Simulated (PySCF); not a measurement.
[(1R,2S)-2-fluorocyclopropyl]methanol (C4H7FO), SMILES OC[C@H]1C[C@@H]1F. Geometry: PBE-D3(BJ)/def2-SVP. One conformer was computed; it need not be the lowest.

Task: Give the equilibrium geometry at PBE-D3(BJ)/def2-SVP (PySCF confirms it by a frequency run) as a Z-matrix. (An estimate is asked for; the answer gives what the named calculation found.)

Result: This is not unique; one that fits is 
```
C
H 1 1.1048
C 1 1.5025 2 113.79
F 3 1.3710 1 118.29 2 -2.77
H 3 1.1052 4 111.70 1 144.05
C 3 1.4972 5 119.81 4 -144.93
H 6 1.1006 3 116.49 5 143.61
H 6 1.1017 7 115.14 3 146.32
C 1 1.5150 2 115.77 3 -147.24
H 9 1.1111 1 109.40 2 164.11
O 9 1.4171 10 105.61 1 -122.63
H 11 0.9747 9 107.10 10 177.33
H 9 1.1187 10 106.43 11 -119.44
```
Charge 0, spin multiplicity 1.
